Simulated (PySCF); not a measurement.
MoO4 (SMILES [O]=[Mo-2](=[O])(=[O])=[O]), charge -2, singlet, geometry from GFN2-xTB (such geometries of metal compounds can be far from the true shape) (core potentials on Mo) (in this run its highest filled SCF level lies above zero, so its values depend strongly on the basis, on diffuse functions most of all); R2SCAN/def2-SV(P) (PySCF).

The PySCF input:
```python
from pyscf import gto, scf, dft

mol = gto.Mole()
mol.atom = '''
    Mo    0.00000000   -0.00000000    0.00000000
    O     1.39196717   -0.30250817   -0.96057373
    O     0.47788879    0.29669542    1.62338530
    O    -0.83104508    1.37333660   -0.61245111
    O    -1.03881088   -1.36752385   -0.05036046
'''
mol.basis = 'def2-sv(p)'
mol.ecp = {'Mo': 'def2-sv(p)'}
mol.charge = -2
mol.verbose = 4
mol.build()

mf = dft.RKS(mol)
mf.xc = 'r2scan'
mf.kernel()
mf.analyze()
```

Q: Write the output that PySCF gives for this input, abridged.

A: 
```
PySCF version 2.14.0

[INPUT] verbose = 4
[INPUT] num. atoms = 5
[INPUT] num. electrons = 48
[INPUT] charge = -2
[INPUT] spin (= nelec alpha-beta = 2S) = 0
[INPUT] symmetry False subgroup None
[INPUT] Mole.unit = angstrom
[INPUT] Symbol           X                Y                Z      unit          X                Y                Z       unit  Magmom
[INPUT]  1 Mo     0.000000000000   0.000000000000   0.000000000000 AA    0.000000000000   0.000000000000   0.000000000000 Bohr   0.0
[INPUT]  2 O      1.391967170000  -0.302508170000  -0.960573730000 AA    2.630436725686  -0.571657591743  -1.815221272152 Bohr   0.0
[INPUT]  3 O      0.477888790000   0.296695420000   1.623385300000 AA    0.903078931100   0.560673086213   3.067753611645 Bohr   0.0
[INPUT]  4 O     -0.831045080000   1.373336600000  -0.612451110000 AA   -1.570447598367   2.595230050841  -1.157364862586 Bohr   0.0
[INPUT]  5 O     -1.038810880000  -1.367523850000  -0.050360460000 AA   -1.963068058418  -2.584245545311  -0.095167476907 Bohr   0.0

nuclear repulsion = 210.414390792091
number of shells = 34
number of NR pGTOs = 146
number of NR cGTOs = 80
basis = def2-sv(p)
ecp = {'Mo': 'def2-sv(p)'}

******** <class 'pyscf.dft.rks.RKS'> ********
method = RKS
initial guess = minao
damping factor = 0
level_shift factor = 0
DIIS = <class 'pyscf.scf.diis.CDIIS'>
diis_start_cycle = 1
diis_space = 8
diis_damp = 0
SCF conv_tol = 1e-09
SCF conv_tol_grad = None
SCF max_cycles = 50
direct_scf = True
direct_scf_tol = 1e-13
XC library pyscf.dft.libxc version 7.1.2
    S. Lehtola, C. Steigemann, M. J. T. Oliveira, and M. A. L. Marques,  SoftwareX 7, 1–5 (2018)
XC functionals = r2scan
    J. W. Furness, A. D. Kaplan, J. Ning, J. P. Perdew, and J. Sun,  J. Phys. Chem. Lett. 11, 8208–8215 (2020)
    J. W. Furness, A. D. Kaplan, J. Ning, J. P. Perdew, and J. Sun,  J. Phys. Chem. Lett. 11, 9248–9248 (2020)
    J. W. Furness, A. D. Kaplan, J. Ning, J. P. Perdew, and J. Sun,  J. Phys. Chem. Lett. 11, 8208–8215 (2020)
    J. W. Furness, A. D. Kaplan, J. Ning, J. P. Perdew, and J. Sun,  J. Phys. Chem. Lett. 11, 9248–9248 (2020)
radial grids:
    Treutler-Ahlrichs [JCP 102, 346 (1995); DOI:10.1063/1.469408] (M4) radial grids

becke partition: Becke, JCP 88, 2547 (1988); DOI:10.1063/1.454033
pruning grids: <function nwchem_prune>
grids dens level: 3
symmetrized grids: False
atomic radii adjust function: <function treutler_atomic_radii_adjust>
small_rho_cutoff = 0
Set gradient conv threshold to 3.16228e-05
Initial guess from minao.
tot grids = 78768
init E= -361.386263812438
  HOMO = -0.622778142162061  LUMO = -0.343812431504654  gap/eV = 7.59104
cycle= 1 E= -368.078396170324  delta_E= -6.69  |g|= 1.99  |ddm|= 3.48

WARN: HOMO 0.402203497589506 == LUMO 0.402205444545519

cycle= 2 E= -362.570124702262  delta_E= 5.51  |g|= 5.03  |ddm|= 11.9
  HOMO = 0.204334251203306  LUMO = 0.341436196642327  gap/eV = 3.73073
cycle= 3 E= -368.62947320356  delta_E= -6.06  |g|= 0.874  |ddm|= 11.5
  HOMO = 0.149490758463134  LUMO = 0.329292868685074  gap/eV = 4.89266
cycle= 4 E= -368.744832366552  delta_E= -0.115  |g|= 0.613  |ddm|=  1.2
  HOMO = 0.165343167573767  LUMO = 0.337626704651164  gap/eV = 4.68807
cycle= 5 E= -368.778535138045  delta_E= -0.0337  |g|= 0.456  |ddm|= 0.704
  HOMO = 0.175688428664803  LUMO = 0.346773846903847  gap/eV = 4.65547
cycle= 6 E= -368.82368343279  delta_E= -0.0451  |g|= 0.0417  |ddm|= 0.382
  HOMO = 0.173910238525647  LUMO = 0.346495054571005  gap/eV = 4.69627
cycle= 7 E= -368.824045021796  delta_E= -0.000362  |g|= 0.00621  |ddm|= 0.0312
  HOMO = 0.173746421955193  LUMO = 0.346393344867529  gap/eV = 4.69796
cycle= 8 E= -368.824044658197  delta_E= 3.64e-07  |g|= 0.0061  |ddm|= 0.0075
  HOMO = 0.173500939823957  LUMO = 0.346355863763101  gap/eV = 4.70362
cycle= 9 E= -368.824052334563  delta_E= -7.68e-06  |g|= 0.00106  |ddm|= 0.00474
  HOMO = 0.173425388350611  LUMO = 0.346328483808762  gap/eV = 4.70493
cycle= 10 E= -368.824052555363  delta_E= -2.21e-07  |g|= 0.000144  |ddm|= 0.000818
  HOMO = 0.173427378094796  LUMO = 0.346329515665257  gap/eV = 4.70491
cycle= 11 E= -368.824052559823  delta_E= -4.46e-09  |g|= 7.31e-06  |ddm|= 0.000141
  HOMO = 0.17342694991047  LUMO = 0.346329280188364  gap/eV = 4.70491
cycle= 12 E= -368.824052559791  delta_E= 3.19e-11  |g|= 1.43e-05  |ddm|= 1.55e-05
  HOMO = 0.173426682286438  LUMO = 0.346329184466477  gap/eV = 4.70492
Extra cycle  E= -368.824052559222  delta_E= 5.69e-10  |g|= 5.37e-05  |ddm|= 5.09e-05
converged SCF energy = -368.824052559222
**** SCF Summaries ****
Total Energy =                        -368.824052559222366
Nuclear Repulsion Energy =             210.414390792090842
One-electron Energy =                 -970.955270173115196
Two-electron Energy =                  391.716826821801988
Two-electron Coulomb Energy =          434.374348641149197
DFT Exchange-Correlation Energy =      -42.657521819347195
HOMO-LUMO gap [eV] =                     4.704916730644932
**** MO energy ****
MO #1   energy= -18.510028396936   occ= 2
MO #2   energy= -18.5100260754247  occ= 2
MO #3   energy= -18.5100202649738  occ= 2
MO #4   energy= -18.5100116922939  occ= 2
MO #5   energy= -2.1588779280685   occ= 2
MO #6   energy= -1.17646739117602  occ= 2
MO #7   energy= -1.17646670573388  occ= 2
MO #8   energy= -1.17646559210753  occ= 2
MO #9   energy= -0.423640763180273 occ= 2
MO #10  energy= -0.405869532359506 occ= 2
MO #11  energy= -0.405868432157335 occ= 2
MO #12  energy= -0.405864390481033 occ= 2
MO #13  energy= 0.0508177284209003 occ= 2
MO #14  energy= 0.050818928521167  occ= 2
MO #15  energy= 0.0508208629442774 occ= 2
MO #16  energy= 0.0556918388439769 occ= 2
MO #17  energy= 0.0556930570153496 occ= 2
MO #18  energy= 0.125644219028079  occ= 2
MO #19  energy= 0.153531048484487  occ= 2
MO #20  energy= 0.153531632980298  occ= 2
MO #21  energy= 0.153532183207304  occ= 2
MO #22  energy= 0.173422100393557  occ= 2
MO #23  energy= 0.173423530437522  occ= 2
MO #24  energy= 0.173426682286438  occ= 2
MO #25  energy= 0.346329184466477  occ= 0
MO #26  energy= 0.382502032003505  occ= 0
MO #27  energy= 0.382504392711806  occ= 0
MO #28  energy= 0.382505717259386  occ= 0
MO #29  energy= 0.394941932000112  occ= 0
MO #30  energy= 0.394943589678556  occ= 0
MO #31  energy= 0.467481795492472  occ= 0
MO #32  energy= 0.46748578260545   occ= 0

WARN: System has nonzero charge -2; the dipole moment is origin-dependent.
Location of origin: [0. 0. 0.]

Dipole moment(X, Y, Z, Debye): -0.00036,  0.00011,  0.00003
```
